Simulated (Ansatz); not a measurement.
Li₁₂F₁₂⁺ (relaxed from a model of 2x2x6 LiF rock-salt block, whose bonding it doesn't keep). Total charge 1; doublet. Geometry PBE-D4/def2-SVP; atoms count from 1.

```xyz
24

Li   -2.631   -2.143    2.683
F    -2.761   -1.281    1.099
Li   -1.362   -0.913   -0.011
F    -0.704   -0.117   -1.557
Li   -0.051   -0.214   -3.239
F     0.686    1.169   -4.117
F    -1.010   -2.782    3.166
Li    0.420   -2.394    2.152
F     0.331   -1.593    0.535
Li    1.130   -0.754   -0.919
F     1.661   -0.788   -2.663
Li    2.388    0.605   -3.557
F    -2.386   -0.511    3.581
Li   -2.519    0.360    2.016
F    -1.105    0.843    1.001
Li   -0.374    1.487   -0.583
F     0.441    2.826   -1.513
Li    1.023    2.702   -3.220
Li   -0.780   -1.164    4.093
F     0.659   -0.757    3.076
Li    0.606    0.180    1.513
F     1.477    0.867    0.021
Li    2.149    2.248   -0.929
F     2.711    2.124   -2.631
```

(1) Estimate the Mulliken populations from the PBE0/def2-SVP orbitals of Ansatz.

(2) Where does the spin sit?

## Answers

(1) 
| atom | charge (e) | spin (α − β) |
| --- | --- | --- |
| Li1 | 0.63 | -0.01 |
| F2 | -0.50 | 0.16 |
| Li3 | 0.57 | 0.00 |
| F4 | -0.57 | 0.02 |
| Li5 | 0.66 | -0.01 |
| F6 | -0.54 | 0.09 |
| F7 | -0.54 | 0.09 |
| Li8 | 0.66 | -0.01 |
| F9 | -0.57 | 0.02 |
| Li10 | 0.57 | 0.00 |
| F11 | -0.50 | 0.16 |
| Li12 | 0.63 | -0.01 |
| F13 | -0.54 | 0.09 |
| Li14 | 0.66 | -0.01 |
| F15 | -0.57 | 0.02 |
| Li16 | 0.57 | 0.00 |
| F17 | -0.50 | 0.16 |
| Li18 | 0.63 | -0.01 |
| Li19 | 0.63 | -0.01 |
| F20 | -0.50 | 0.16 |
| Li21 | 0.57 | 0.00 |
| F22 | -0.57 | 0.02 |
| Li23 | 0.66 | -0.01 |
| F24 | -0.54 | 0.09 |
Mulliken values depend strongly on the basis.

(2) Summed by element: Li -0.07, F 1.07, of 1 unpaired in all. Largest on single atoms: F20 0.16, F17 0.16, F11 0.16.
